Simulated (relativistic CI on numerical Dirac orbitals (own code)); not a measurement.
# Hyperfine structure of Zr²¹⁺, mass number 91

Computed by Dirac-Coulomb-Breit CI, separate exchange-only KLI orbitals for each configuration, QED by a radiative potential, unscaled Slater integrals (own radial code, finite nucleus).

CI space (outside the closed core [Ne]): 3s2 3p6 3d, 3s2 3p5 3d2, 3s 3p6 3d2, 3s2 3p6 4s, 3s2 3p6 4p, 3s2 3p6 4d, 3s2 3p6 4f, 3s2 3p5 3d 4s, 3s2 3p5 3d 4p, 3p6 3d3, 3p5 3d4. Double excitations out of closed p, d and f shells are left out; levels of such configurations are missing from the list, as are those of other unlisted configurations, and high levels can miss mixing partners. These lack a partner that the ground configuration has and come out too high: 3s2 3p5 3d 4s, 3s2 3p5 3d 4p.

Nuclear spin I = 5/2, μ = -1.3022 μN, Q = -0.176 b (tables of Stone and Pyykkö). The electronic factors are computed for point nuclear moments, without core polarisation or the Bohr-Weisskopf and QED corrections.

```csv
Level,E (cm⁻¹),A (MHz),B (MHz)
3s2 3p6 3d 2D_3/2,0,-5377,-1110
3s2 3p6 3d 2D_5/2,28242,-2284,-1530
3s2 3p5 3d2 4D°_1/2,840492,-2507,
3s2 3p5 3d2 4D°_3/2,847999,-4226,-1560
3s2 3p5 3d2 4D°_5/2,862813,-3536,-1070
3s2 3p5 3d2 4D°_7/2,882481,-3436,870
3s2 3p5 3d2 4G°_9/2,899934,-5703,6410
3s2 3p5 3d2 4G°_11/2,907032,-4835,6290
```

Levels with J = 0, under 50 % of one LS term, or S terms without an open s electron are left out. Small factors come from cancelling terms and can be off by tens of per cent or more.

At this charge energies of transitions that change n are usually good to better than 1 %, and those within a shell (Δn = 0) to a few per cent.

Q: Give the hyperfine levels of 3s2 3p6 3d 2D_3/2 relative to its centre of gravity.

A: With K = F(F + 1) − I(I + 1) − J(J + 1), E = AK/2 + B[¾K(K + 1) − I(I + 1)J(J + 1)]/[2I(2I − 1)J(2J − 1)]: F = 1: 27450, F = 2: 17590, F = 3: 1957, F = 4: -20440 MHz.

LS names give the leading component of a level, which can be under half, so a name can repeat, a term be missing and a line seem to break the LS rules.
